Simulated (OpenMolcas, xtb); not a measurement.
CHClGeNO (SMILES O=C=[N][GeH][Cl]): methods side by side

The species is CHClGeNO (6 atoms), meant as a doublet with charge 0. As SMILES, `O=C=[N][GeH][Cl]`. Geometry: relaxed at PBE0-D4/def2-TZVP. This is one conformer, not always the lowest.

```xyz
6

O     0.0241   -1.6171   -2.2451
C    -0.2429   -1.0200   -1.2847
N    -0.5752   -0.4543   -0.2730
Ge   -0.1533    1.0673    0.6511
Cl    1.9469    0.9762    1.1328
H    -0.9577    0.9839    1.9727
```

Quantity: the dipole moment, in D. The values are calculated.

```
           level             kind     program  value (D)   CPU time
        GFN1-xTB   semi-empirical         xtb       3.10  under 2 s
    UHF/def2-SVP     Hartree–Fock  OpenMolcas       2.80       19 s
 USVWN5/def2-SVP              LDA  OpenMolcas       1.88       37 s
  UBLYP/def2-SVP              GGA  OpenMolcas       1.80       47 s
  UTPSS/def2-SVP         meta-GGA  OpenMolcas       1.93       53 s
 UB3LYP/def2-SVP    global hybrid  OpenMolcas       2.10       50 s
UM06-2X/def2-SVP  hybrid meta-GGA  OpenMolcas       2.40       57 s
```

All-electron rows without a relativistic Hamiltonian named are non-relativistic. The values span 1.80 to 3.10 D. Magnitudes only. Times are those of the runs behind each value, whatever else they computed, on shared processors of several kinds: orders of magnitude only.
